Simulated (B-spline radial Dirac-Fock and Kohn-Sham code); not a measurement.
Conversion-electron coefficients: Au, 43.2 keV

Z = 79 (gold), transition energy 43.2 keV. Model: a Dirac-Hartree-Slater potential of the neutral atom with a Latter tail (no hole, which puts coefficients of high multipoles low close above an edge), finite nucleus with surface currents. Program: a B-spline atomic structure program. The K shell is not open to conversion at this energy. Subshells that would emit electrons below 1 keV are left out.

```
subshell  electron energy (keV)     E3        E5       M1     M3        M4
      L1                  28.85    130     61400     10.6   7570    109000
      L2                  29.47   5940  3.43e+06     1.10    669     11500
      L3                  31.28   5860  3.39e+06    0.112  29100  1.25e+06
      M1                  39.78   39.3     28000     2.45   2560     51300
      M2                  40.05   1740  1.63e+06    0.277    245      5430
      M3                  40.46   1690  1.35e+06   0.0279   8810    469000
      M4                  40.91    113  2.30e+06  0.00250    120      7910
      M5                  40.99    171  2.34e+06  0.00147    160     62200
   total                         16800  1.70e+07     15.5  52900  2.16e+06
```

Problem. For a pure M4 transition, what fraction of decays emits a photon?

Solution. 1/(1 + α) = 4.63e-07 with the total α = 2.16e+06; the total includes the outer subshells that are not listed.

Values without a named source are computed, but for edge energies of neutral atoms, which are taken from tables.
